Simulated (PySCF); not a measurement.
Members of one family of related compounds. Method used: TDDFT wB97X-D/def2-SVPD, vertical, gas phase, core orbitals frozen in the response (PySCF 2.14.0, density-fitted response routines). Geometries: GFN2-xTB; one conformer of each isolated species. Triplets are in the Tamm–Dancoff approximation.

**Question.** Rank by computed lowest singlet excitation energy, lowest first.
A. `N[SiH]1[SiH2][SiH2][SiH2]1`
B. `O=C[SiH]1[SiH2][SiH2][SiH2]1`
C. `O=CO[SiH]1[SiH2][SiH2][SiH2]1`
D. `CC(=S)[SiH]1[SiH2][SiH2][SiH2]1`
E. `Cl[SiH]1[SiH2][SiH2][SiH2]1`

**Answer.** D (2.16 eV), B (3.15 eV), A (4.00 eV), E (4.29 eV), C (4.70 eV).

| SMILES | S1 (eV) | first f ≥ 0.01 (nm) | HOMO (eV) | f (S1) | T1 (eV) | S1 mainly |
| --- | --- | --- | --- | --- | --- | --- |
| CC(=S)[SiH]1[SiH2][SiH2][SiH2]1 | 2.16 | 287 | -8.23 | 0.000 | 1.73 | H→L (97%) |
| O=C[SiH]1[SiH2][SiH2][SiH2]1 | 3.15 | 231 | -8.83 | 0.000 | 2.57 | H→L (85%) |
| N[SiH]1[SiH2][SiH2][SiH2]1 | 4.00 | 219 | -8.50 | 0.002 | 3.71 | H→L (96%) |
| Cl[SiH]1[SiH2][SiH2][SiH2]1 | 4.29 | 202 | -9.25 | 0.000 | 3.99 | H→L (97%) |
| O=CO[SiH]1[SiH2][SiH2][SiH2]1 | 4.70 | 199 | -9.19 | 0.007 | 4.25 | H→L (96%) |

H and L stand for HOMO and LUMO.

Mean S1 by what the SMILES shows (count): single bonds only 4.15 eV (2); a double or triple bond but no aromatic ring 3.34 eV (3).

- `CC(=S)[SiH]1[SiH2][SiH2][SiH2]1`: S1 has the pattern of n→π* at C=S.
- `O=C[SiH]1[SiH2][SiH2][SiH2]1`: Löwdin shares by element: HOMO oxygen 43%, carbon 20%, silicon 14% or more, hydrogen 9% or more; LUMO carbon 32%, oxygen 23%, silicon 22% or more (atoms not listed hold the other 23%).
- `N[SiH]1[SiH2][SiH2][SiH2]1`: Löwdin shares by element: HOMO silicon 51% or more, nitrogen 27% (atoms not listed hold the other 22%); LUMO silicon 74% (atoms not listed hold the other 26%).
- `Cl[SiH]1[SiH2][SiH2][SiH2]1`: Löwdin shares by element: HOMO silicon 61% or more, chlorine 17% (atoms not listed hold the other 22%); LUMO silicon 74% (atoms not listed hold the other 26%).
- `O=CO[SiH]1[SiH2][SiH2][SiH2]1`: Löwdin shares by element: HOMO silicon 80% (atoms not listed hold the other 20%); LUMO silicon 72% (atoms not listed hold the other 28%).
